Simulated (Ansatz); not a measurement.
A structure relaxed at r2SCAN-D4/def2-SVP in Ansatz, charge 1, singlet:

```xyz
5

Y    -1.060   -0.546   -1.118
Cu   -0.497   -0.336    1.399
Cu   -0.726    1.739    0.270
Cu    1.175    0.685   -0.684
Cu    1.108   -1.542    0.134
```

Problem. Give its formula.

Solution. the cluster YCu₄⁺ (the lowest singlet isomer of a short search).

Problem. Summarise the bond lengths by kind (pairs closer than 1.2 times the sum of covalent radii, bridged metal pairs left out).

Solution. 5 × Cu–Cu 2.37 to 2.86 Å; 4 × Cu–Y 2.59 to 2.69 Å.

In the def2 sets Y takes a core potential; there is no spin–orbit coupling. The restricted singlet is unstable towards broken spin symmetry in Hartree–Fock (as tested in another run); at r2SCAN-D4/def2-SVP this wasn't settled. The relaxation made no stability test and no search for a lower SCF solution. No other spin state of charge 1 was run. Another isomer (singlet) lies 0.20 eV lower at PBE0-D4/def2-TZVP; other spin states weren't run for this one.
